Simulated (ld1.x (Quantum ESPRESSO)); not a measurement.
## Before and after: PAW potential for Pb (Z = 82)

lead, PAW, made with ld1.x (Quantum ESPRESSO) 7.5 (PBEsol, non-relativistic). Core [Xe] 4f14, reference 5d10 6s1.75 6p2.25. Waves: 6s (bound): rcut 1.70, rcutus 2.20 bohr; 6s channel at 0.2 Ry: rcut 1.70, rcutus 2.20 bohr; 6p (bound): rcut 2.75, rcutus 3.30 bohr; 6p channel at 1.3 Ry: rcut 2.75, rcutus 3.30 bohr; 5d (bound): rcut 1.95, rcutus 2.10 bohr; 5d channel at 1.8 Ry: rcut 1.95, rcutus 2.10 bohr; 5f channel at -0.15 Ry: rcut 2.50, rcutus 2.80 bohr; 5f channel at 2.4 Ry: rcut 2.50, rcutus 2.80 bohr. Local part: all-electron potential smoothed inside 1.60 bohr (lloc = -1). Core correction: a·sin(br)/r model core, default radius (core density twice the valence density). Augmentation charge: BG, radius 1.75 bohr.

All-electron outer shells of the reference configuration (PBEsol, non-relativistic, ld1.x):

| shell | level (eV) | outermost node (bohr) | outermost maximum (bohr) |
| --- | --- | --- | --- |
| 5s | -114.72 | 0.50 | 0.88 |
| 5p | -80.27 | 0.51 | 0.92 |
| 5d | -24.75 | 0.53 | 1.06 |
| 6s | -9.70 | 1.13 | 2.21 |
| 6p | -3.84 | 1.23 | 2.73 |

Change: local potential all-electron potential smoothed inside 2.58 bohr (lloc = -1).

Cutoffs: the cutoffs (Ry, on a coarse ladder) from which the occupation-weighted sum of valence levels, in a spherical-Bessel basis at the reference potential, stays within 10 and 1 mRy of its value at 400 Ry; they do not see the model core or the augmentation charge, which bear on the density cutoff. Errors are all-electron minus pseudo energies relative to the spin-unpolarised reference configuration.

**Question.** Predict the effect on cutoff, ghosts and configuration errors.

**Answer.** The potential gets neither clearly harder nor softer (30 Ry and 45 Ry → 30 Ry and 45 Ry); the bound ghost in p, s disappears; of the 7 tests that both files solve, the error grows in 4 and shrinks in 0 by more than 15 % and 0.3 meV (median size 0.4 → 5.5 meV); the range in which the s phases agree narrows (upper end at the end of the scan → 3.2); the range in which the p phases agree narrows (upper end at the end of the scan → 2.1). A state that the projectors do not describe sees the local part alone, so a deeper or shallower local part can create or remove a ghost.

```csv
quantity,base,changed
"cutoff, loose",30 Ry,30 Ry
"cutoff, tight",45 Ry,45 Ry
bound ghosts,"s, p",none
"error for 5d10 6s2 6p2, meV [ΔE -1.46 eV]",+0.1,+0.2
"error for 5d10 6s2 6p1, meV [ΔE 5.28 eV]",-0.4,+5.5
"error for 5d10 6s2 6p0, meV [ΔE 18.71 eV]",-4.7,+29
"error for 5d10 6s1 6p0, meV [ΔE 47.21 eV]",-15,+41
"error for 5d10 6s1 6p3, meV [ΔE 4.44 eV]",0.0,+0.5
"error for 5d10 6s2 6p2.3, meV [ΔE -2.32 eV]",0.0,0.0
"error for 5d10 6s0 6p0, meV [ΔE 84.89 eV]",-30,+32
s: phases at 3.62 bohr within 0.05 rad from the reference energy up to (Ry; the scan ends near 5),to the end of the scan,3.2
p: phases at 3.62 bohr within 0.05 rad from the reference energy up to (Ry; the scan ends near 5),to the end of the scan,2.1
d: phases at 3.62 bohr within 0.05 rad from the reference energy up to (Ry; the scan ends near 5),3.5,3.6
f: phases at 3.62 bohr within 0.05 rad from the reference energy up to (Ry; the scan ends near 5),4.7,to the end of the scan
lowest overlap eigenvalue by channel,"s 0.36, p 0.17, d 0.78, f 0.91","s 0.43, p 0.44, d 0.81, f 0.91"
```

Base: ld1.x warns that Blöchl-style (BG) augmentation functions are not a good idea. Changed file: ld1.x warns that Blöchl-style (BG) augmentation functions are not a good idea. A true bound ghost makes a file unfit for plane-wave use even where its test errors are small: the radial tests pick states by their node count and pass the ghost by.
